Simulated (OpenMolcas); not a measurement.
Cr2+ among 3 point charges of -1 e arranged as a planar triangle (D3h), 1.82 Å from the ion.
```
   1.8200    0.0000    0.0000  -1.00
  -0.9100    1.5762    0.0000  -1.00
  -0.9100   -1.5762    0.0000  -1.00
```

```
Program             : OpenMolcas 26.06
Method              : SS-CASPT2, IPEA 0.25 Eh, imaginary shift 0.1 Eh (closed shells correlated: 3s 3p)
Basis               : ANO-RCC-VTZP [6s5p3d2f1g]
Scalar Hamiltonian  : DKH2, point nucleus
Active space        : 4 electrons in 5 orbitals (3d)
State averaging     : 2S+1 = 5 even, 5 roots; 2S+1 = 3 even, 45 roots; 2S+1 = 1 even, 50 roots
Spin-orbit coupling : RASSI with atomic mean-field integrals over the reference wave functions
```

(1) What is the spin-free ground state (labels of D3, the rotations of D3h)?

(2) Where is the first state of the same spin?

(3) What are the lowest two levels with spin-orbit coupling?

(4) What is χT at 300 K, and how does it compare with the textbook value?

Results:

(1) 5E, 2-fold in its orbital part, 100 % from free-ion D terms; it has the highest spin that d4 allows.

(2) 5E at 6770 cm-1 above the ground state.

(3) A 2-fold level with g = 0.00, 0.00, 4.03, then a 2-fold level E 130 cm-1 above it. Their leading multiplicities are 5 (100 %) and 5 (100 %).

(4) The lowest level has 2S+1 = 5, for which the spin-only value is χT = S(S+1) / 2 = 3.000 cm3 K/mol (g = 2). The computed 2.379 at 300 K differs by -0.621, through orbital momentum, spin-orbit coupling and any other state in reach.

Roots that are degenerate in the reference are averaged as groups; the widest CASPT2 spread within a group is 260 cm-1 (the 2-fold group of multiplicity 5 near 0 cm-1 above the lowest state of its run). Shifts and gaps below about the spread of the groups concerned are not significant. An orbital doublet at a regular site is open to a Jahn-Teller distortion, which this geometry leaves out. Free-ion shares, where given, are those of the reference states; single-state CASPT2 does not remix them. Point charges carry no covalency, so the field is a model and not that of real ligands. No measured value stands beside these numbers.

With an even number of electrons the g values are those of a degenerate or nearly degenerate non-Kramers pair.
